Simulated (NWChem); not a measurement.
Atomisation of HSi

```
Si
H 1 1.5553
```
Charge 0, spin multiplicity 2.

Everything below was run with NWChem. All single points use one geometry, from UPBE/def2-SVP, a minimum by its harmonic frequencies.

Basis set: def2-QZVP. The atomisation energy is electronic alone: no zero-point, thermal, spin-orbit or counterpoise terms. No value is extrapolated to the basis-set limit. Free atoms are single determinants with multiplicities Si 3, H 2. Correlated methods freeze the same cores in atoms and molecule, 5 orbitals in all.

```
method                        atomisation energy (kcal/mol)
----------------------------  -----------------------------
BHandHLYP                                              73.5
PBE                                                    71.9
LC-wPBE (omega 0.3 per bohr)                           70.9
r2SCAN                                                 72.1
CCSD(T)                                                72.8
PBE0                                                   71.3
HF                                                     52.3
MP2                                                    68.8
B3LYP                                                  74.8
```

The values span 22.5 kcal/mol, from HF (lowest) to B3LYP (highest). 

The correlated methods keep 5 core orbitals frozen. B3LYP has NWChem's definition, with VWN1-RPA local correlation. This spin state was chosen for the runs; another may lie lower. The structure started from a generated list of species. The unpaired electrons of the parent sit in orbitals of symmetry b1 (C2v labels of the run); other states weren't searched. The stability of the SCF solutions was not checked. Open-shell Hartree-Fock references start from PBE0 orbitals. Coupled-cluster values serve here as a point of comparison, not as the truth.
